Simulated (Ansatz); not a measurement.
`O[CH](Cl)[Zn][F]` and `OC(Cl)Br` differ in one atom or group.

Ansatz, PBE0-D4/def2-TZVP geometries, multiplicity 1. Each molecule was computed in one conformer, which needn't be the lowest.

Scalar relativity is left out up to krypton. Spin–orbit coupling is left out; it splits and shifts lone-pair levels of the heavy atoms by tenths of an eV.

```tsv
property	`O[CH](Cl)[Zn][F]`
ideal-gas entropy at 298 K and 1 bar (rigid rotor, harmonic PBE0-D4/def2-TZVP) / J/(mol·K)	350
LUMO energy (PBE/def2-TZVPP) / eV	-2.09
size of the dipole moment (ωB97M-V/def2-TZVPP) / D	1.62
size of the dipole moment (B3LYP/def2-TZVPP) / D	1.74
LUMO energy (ωB97M-V/def2-TZVPP) / eV	0.35
HOMO–LUMO gap (ωB97M-V/def2-TZVPP) / eV	10.27
```

Q: What does the change do to each property? (An estimate is asked.)

A: Ansatz gave: 
```tsv
property	`OC(Cl)Br`	shift
ideal-gas entropy at 298 K and 1 bar (rigid rotor, harmonic PBE0-D4/def2-TZVP) / J/(mol·K)	310	-40
LUMO energy (PBE/def2-TZVPP) / eV	-1.88	0.21
size of the dipole moment (ωB97M-V/def2-TZVPP) / D	0.84	-0.78
size of the dipole moment (B3LYP/def2-TZVPP) / D	0.87	-0.87
LUMO energy (ωB97M-V/def2-TZVPP) / eV	1.24	0.89
HOMO–LUMO gap (ωB97M-V/def2-TZVPP) / eV	11.74	1.47
```

With PBE0 the HOMO falls by 0.52 eV and the LUMO rises by 0.36 eV, so the gap widens by about 0.88 eV. PBE moves the HOMO by -0.38 eV and ωB97M-V by -0.57 eV. The zero-point energy changes by -2.7 kJ/mol with -3 modes. Dipoles are sizes alone; their direction can turn.

Positive LUMOs are unbound, so they and the gaps depend on the basis.

B3LYP here is the variant with VWN-RPA as its local correlation; programs differ in this.
